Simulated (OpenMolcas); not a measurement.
# Levels of Ag+ by method

| Item | Value |
| --- | --- |
| Program | OpenMolcas |
| Basis | ANO-RCC-VDZP [6s5p3d1f] |
| Scalar Hamiltonian | DKH2, point nucleus |
| Active space | 10 electrons in 6 orbitals (4d 5s) |
| State averaging | 2S+1 = 1 even, 6 roots; 2S+1 = 3 even, 5 roots kept (CI in the orbitals of an earlier block) |
| Spin-orbit coupling | RASSI with atomic mean-field integrals over the reference wave functions, term energies averaged over their components |

Methods on the same reference wave functions:
A. CASSCF
B. SS-CASPT2, IPEA 0.25 Eh, imaginary shift 0.1 Eh (closed shells correlated: 4s 4p)

Energies in cm⁻¹ above 4d¹⁰ ¹S₀, the measured ground level; measured values from NIST Handbook of Basic Atomic Spectroscopic Data.

```tsv
Level	A	B	Measured
4d¹⁰ ¹S₀	0.0	0.0	0.0
4d⁹ 5s ³D₃	31166	40006	39168
4d⁹ 5s ³D₂	32875	41577	40745
4d⁹ 5s ³D₁	35595	44436	43743
4d⁹ 5s ¹D₂	38773	46984	46049
```

Deviations, from unrounded energies. A percentage is the sum of absolute deviations over the sum of measured energies, with the sign that they share, or ± where signs differ.

| Against measurement | Levels | A | B |
| --- | --- | --- | --- |
| mean absolute deviation (cm-1) | 4 | 7800 | 820 |
| other configurations (%) | 4 | -18.4 | +1.9 |

B lies closest to measurement on these levels. The largest miss of B in the table is 4d⁹ 5s ¹D₂, by +940 cm-1. The ranking rests on the paired levels alone, and a cruder setting can come out closer through cancelling errors.

The lowest spin-free term lies below A's lowest term by 0.415 hartree in B.

Terms from blocks run as CI alone lack orbitals of their own. A single d shell beside an s shell can misplace configurations of different d count against each other. Without dynamic correlation excited terms often stand tens of per cent too high (terms of higher spin than the ground term too low), and those without a measured partner can miss by more than the paired ones (holds for A). Computed and measured levels are paired by configuration, term and J; levels that our copy of the source lacks, or whose pairing is in doubt (as where it misses far off the trend of its configuration), stay unpaired and out of the deviations. Levels of configurations outside the active space are missing.
